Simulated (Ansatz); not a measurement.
C$_{2}$H$_{7}$ClInN (SMILES C[CH2][In]([NH2])[Cl]), singlet, geometry from GFN2-xTB (such geometries of metal compounds can be far from the true shape) (all electrons, no relativity); CASSCF(2,4)/STO-3G (Ansatz, an electronic-structure program).

Input for Ansatz:
Ansatz 0.2 input:
```yaml
crystal:
  periodic: [false, false, false]
  atoms:
    - {symbol: In, position_ang: [-0.05834181, 0.11045694, 0.07881152]}
    - {symbol: Cl, position_ang: [1.80717213, 0.58381842, 1.37743811]}
    - {symbol: C, position_ang: [-0.29425704, -1.84310992, -1.03611180]}
    - {symbol: C, position_ang: [-1.49196095, -1.80470754, -1.96301811]}
    - {symbol: H, position_ang: [-0.38058018, -2.63104136, -0.28736463]}
    - {symbol: H, position_ang: [0.64060372, -1.97825080, -1.58194720]}
    - {symbol: H, position_ang: [-1.40350379, -0.98781691, -2.67957671]}
    - {symbol: H, position_ang: [-2.41672711, -1.66793030, -1.40219713]}
    - {symbol: H, position_ang: [-1.56777749, -2.74140992, -2.51898713]}
    - {symbol: N, position_ang: [-1.24031804, 1.78770723, -0.17004730]}
    - {symbol: H, position_ang: [-1.09955019, 2.44337882, 0.59291412]}
    - {symbol: H, position_ang: [-2.23610781, 1.59872153, -0.21594327]}
basis:
  gaussian:
    orbitals: STO-3G
hamiltonian:
  xc: hf
magnetization: {spin_polarized: false}
correlation: {active_space: {window: {electrons: 2, orbitals: 4}}}
```

Q: Write the output that Ansatz gives for this input, abridged.

A: 
```
Functional definition: HF
770 factors; integrals over basis functions are off by at most 9.9e-5 eV
mean field evaluation 1: about -170618.4688 eV, gradient 2.1e1 eV
mean field evaluation 2: about -170618.6245 eV, gradient 2.1e1 eV
mean field evaluation 4: about -170620.6748 eV, gradient 1.9e0 eV
mean field evaluation 8: about -170620.6942 eV, gradient 7.7e-4 eV
mean field -170620.69417289 eV, -6270.1948599935 hartree, gradient 9.8e-7 eV, S^2 0.000000; 0 other end points of the search recorded, 0 dependent functions left out
reference -170620.69417289 eV, -6270.1948599935 hartree; 46, 46 occupied and 12, 12 virtual orbitals, 770 factors
state -170621.15111262 eV, -6270.2116522189 hartree
Total energy: -170621.15111262 eV, -6270.2116522189 hartree
```
